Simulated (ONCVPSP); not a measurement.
# Transferability test, ONCV potential for Au

```json
{
  "Element": "Au",
  "Generator": "ONCVPSP 4.0.1",
  "Type": "optimised norm-conserving Vanderbilt (ONCV)",
  "Functional": "PBE",
  "Relativity": "fully relativistic",
  "Frozen core": "[Kr] 4d10 4f14",
  "Valence charge": "19",
  "Reference configuration": "5s2 5p6 5d9.5 (charge +1.5)",
  "Partial waves": "5s: rc 1.00 bohr, ncon 4, nbas 7, qcut 7.1 1/bohr, 3 projectors, debl 2 Ha; 5p: rc 1.05 bohr, ncon 4, nbas 8, qcut 8.6 1/bohr, 2 projectors, debl 0.8 Ha; 5d: rc 1.45 bohr, ncon 3, nbas 6, qcut 6.8 1/bohr, 2 projectors, debl 1.9 Ha",
  "Local potential": "polynomial inside 0.85 bohr (lpopt 2, dvloc0 1 Ha)",
  "Core correction": "none"
}
```

Open shells are filled in proportion to 2j + 1.

In the s channel the program set the typed energies aside and used -4.518, 0.250, 2.250 Ha. In the p channel the program set the typed energies aside and used -2.578, 0.250 Ha (j = l + 1/2; the other j can differ).

Energies are relative to the spin-unpolarised reference configuration 5s2 5p6 5d9.5; without spin polarisation the order of configurations can differ from experiment.

```
valence configuration  charge  ΔE all-electron (eV)  error AE − PS (meV)
     5s2 5p6 5d10 6s1       0               -18.543                 +0.5
          5s2 5p6 5d9      +2                12.113                 -0.1
     5s2 5p6 5d10 6p1       0               -13.344                 +0.2
```

(1) What are ΔE and the potential's error for 5s2 5p6 5d10?

Answers

(1) ΔE = -9.116 eV all-electron; the error (AE − PS) is 0.0 meV.
